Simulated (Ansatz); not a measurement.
Reaction (redistribution): `[OH][Ga]([SH])[SiH2]F` + `[NH2][Hf]([F])([Cl])[Cl]` → `[NH2][Ga]([SH])[SiH2]F` + `[OH][Hf]([F])([Cl])[Cl]`

Gas-phase electronic energies from Ansatz, PBE0-D4/def2-TZVP geometries. CBS: MP2 limit from def2 TZ/QZ plus the TZ coupled-cluster correction, frozen cores. DFT in def2-TZVPP. B3LYP here is the variant with VWN-RPA as its local correlation; programs differ in this. HSE06 is defined as in plane-wave codes. Elements past krypton have def2 core potentials. For Ga, Hf outer-core shells are correlated without core-valence functions, which leaves a few kJ/mol of doubt a bond. Scalar relativity is left out up to krypton. Each species was taken in one conformer, which may not be the lowest.

| level | ΔE (kcal/mol) | difference from CCSD(T)/CBS |
| --- | --- | --- |
| PBE0-D4 | -11.7 | 0.9 |
| r2SCAN0-D4 | -12.2 | 0.4 |
| HSE06-D4 | -11.6 | 1.0 |
| ωB97X-V | -12.5 | 0.1 |
| B2PLYP | -11.8 | 0.8 |
| B3LYP | -11.5 | 1.1 |
| r2SCAN0 | -12.1 | 0.5 |
| HSE06 | -11.5 | 1.1 |
| HF/def2-SVP | -14.2 | -1.6 |
| HF/def2-TZVPP | -12.8 | -0.2 |
| MP2/def2-TZVPP | -12.1 | 0.5 |
| CCSD(T)/def2-TZVPP | -11.8 | 0.8 |
| HF/def2-QZVPP | -12.8 | -0.2 |
| MP2/def2-QZVPP | -12.6 | 0.0 |
| HF/CBS(def2) | -12.8 | -0.2 |
| MP2/CBS(def2) | -12.9 | -0.3 |
| CCSD(T)/CBS | -12.6 | 0 |

(1) What do rigid-rotor, harmonic-oscillator terms from PBE0-D4/def2-TZVP frequencies (298.15 K, 1 bar) make of the CCSD(T)/CBS value? (Estimate.)

Largest T1 diagnostic among the species: 0.015.

Results:

(1) Ansatz gave: ΔZPE = -0.2 kcal/mol, ΔH = -12.6 kcal/mol, ΔS = 0 J/(mol·K), ΔG = -12.7 kcal/mol. Modes under 50 cm⁻¹ make the entropy rough.

At CCSD(T), def2-SVP lies −0.7 kcal/mol from the extrapolated value and def2-TZVPP +0.8 kcal/mol. From PBE to PBE0 (25 % exact exchange), in def2-TZVPP and without D4, ΔE moves by −0.9 kcal/mol.
